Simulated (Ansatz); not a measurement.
`Sc1ccc(-c2ccc(-c3ccc(-c4ccc(S)s4)s3)s2)s1`, relaxed as a singlet with RKS PBE-D4/def2-SVP in Ansatz, starting from the GFN2-xTB geometry. Force threshold 0.03 eV/Å.

Start:

Cartesian coordinates in Å:
```
S -1.2851 6.7912 -5.3818
C -0.8912 5.2619 -4.6219
C -0.3377 4.1773 -5.2391
C -0.1388 3.0994 -4.3622
C -0.5377 3.3533 -3.0742
C -0.4856 2.5007 -1.9370
C -0.8867 2.7715 -0.6492
C -0.6924 1.7043 0.2305
C -0.1387 0.5955 -0.3672
C 0.1902 -0.6530 0.2262
C 0.7445 -1.7629 -0.3687
C 0.9390 -2.8279 0.5137
C 0.5382 -2.5539 1.8006
C 0.5911 -3.4070 2.9375
C 0.1924 -3.1494 4.2245
C 0.3920 -4.2264 5.1024
C 0.9459 -5.3100 4.4826
S 1.3637 -6.8620 5.1798
S 1.2320 -5.0268 2.7979
S -0.0979 -0.9370 1.9226
S 0.1493 0.8833 -2.0626
S -1.1794 4.9721 -2.9351
H -1.7757 7.3629 -4.2841
H -0.0860 4.1630 -6.2835
H 0.2857 2.1569 -4.6595
H -1.3082 3.7191 -0.3628
H -0.9470 1.7301 1.2754
H 0.9986 -1.7911 -1.4136
H 1.3603 -3.7759 0.2287
H -0.2300 -2.2071 4.5237
H 0.1398 -4.2048 6.1479
H 0.9554 -6.5474 6.4086
```

**Question.** Estimate the energy that the relaxation releases and the steps that it takes.

**Answer.** 0.34 eV, in 19 steps; 60 s on 2 threads of AMD EPYC 7R13 on a shared host and a share (18 GiB) of an NVIDIA H100 80GB HBM3. The force fell under the threshold at step 13, but the optimiser went on. No frequencies were taken in this run, so the end may be a saddle point.

**Question.** Does the start keep its bonding and symmetry?

**Answer.** By distances, no bond broke or formed. The bond that changes most is S1–H23, from 1.33 to 1.37 Å (atoms count from 1).

**Question.** Predict the relaxed structure.

**Answer.** 
Cartesian coordinates in Å:
```
S -1.013 7.001 -5.330
C -0.795 5.406 -4.615
C -0.373 4.250 -5.260
C -0.193 3.153 -4.378
C -0.477 3.456 -3.044
C -0.439 2.593 -1.888
C -0.839 2.854 -0.577
C -0.655 1.759 0.299
C -0.108 0.633 -0.323
C 0.217 -0.651 0.242
C 0.760 -1.779 -0.376
C 0.946 -2.871 0.503
C 0.551 -2.605 1.816
C 0.591 -3.463 2.973
C 0.177 -3.214 4.279
C 0.372 -4.309 5.163
C 0.942 -5.410 4.537
S 1.376 -6.991 5.183
S 1.236 -5.095 2.844
S -0.060 -0.967 1.946
S 0.180 0.958 -2.021
S -0.936 5.140 -2.890
H -2.367 7.100 -5.149
H -0.217 4.209 -6.345
H 0.114 2.149 -4.702
H -1.262 3.820 -0.270
H -0.916 1.776 1.366
H 1.013 -1.803 -1.445
H 1.360 -3.842 0.194
H -0.262 -2.255 4.587
H 0.105 -4.295 6.229
H 0.974 -6.708 6.453
```
Bond lengths: 15 × C–C 1.39 to 1.44 Å; 10 × C–S 1.75 to 1.76 Å; 8 × C–H 1.10 Å; 2 × H–S 1.36 to 1.37 Å.
